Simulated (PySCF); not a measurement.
Dipole moment and polarisability across levels of theory

Compound: B2FH7N2.
Atom-mapped SMILES: `[F:1][BH-:2]1[NH2+:3][BH2-:4][NH2+:5]1` (hydrogens: H6 on B2; H7, H8 on N3; H9, H10 on B4; H11, H12 on N5)

PySCF, dipoles from the SCF density, polarisabilities from static response with core orbitals frozen. Isolated species at its PBE0-D3(BJ)/def2-SVP geometry (one conformer only).

Problem. Compare the levels for these properties.

Solution. 

```
              level  μ (D)  α (Å³)  anisotropy (Å³)
      LDA/def2-SVPD  0.686    7.48             0.69
      PBE/def2-SVPD  0.657    7.38             0.67
    B3LYP/def2-SVPD  0.740    7.11             0.58
     PBE0/def2-SVPD  0.739    7.03             0.60
BHandHLYP/def2-SVPD  0.820    6.79             0.52
CAM-B3LYP/def2-SVPD  0.775    7.01             0.56
  wB97X-D/def2-SVPD  0.749    7.00             0.57
  LC-wPBE/def2-SVPD  0.771    6.87             0.56
       HF/def2-SVPD  0.857    6.47             0.44
        PBE0/6-31G*  0.491    5.62             0.70
       PBE0/6-31+G*  0.744    6.51             0.67
      PBE0/def2-SVP  0.587    5.88             0.70
   PBE0/aug-cc-pVDZ  0.699    7.16             0.63
     PBE0/def2-TZVP  0.662    6.72             0.62
    PBE0/def2-TZVPD  0.695    7.14             0.62
```

The anisotropy is √(½[(α1 − α2)² + (α2 − α3)² + (α3 − α1)²]). The dipole runs from 0.49 D (PBE0/6-31G*) to 0.86 D (HF/def2-SVPD). No reference polarisability is at hand; against PBE0 in the largest diffuse basis at hand (def2-TZVPD) the other PBE0 rows deviate by 6-31G* -21%, 6-31+G* -9%, def2-SVP -18%, def2-SVPD -1%, aug-cc-pVDZ 0%, def2-TZVP -6%. In one basis (def2-SVPD) the functionals order the polarisability from HF (lowest) to LDA (highest), a spread of 15%. With PBE0 the polarisability is 6.07 Å³ without diffuse functions (mean of 6-31G*, def2-SVP and def2-TZVP) and 6.96 Å³ with them (mean of 6-31+G*, def2-SVPD, aug-cc-pVDZ and def2-TZVPD).
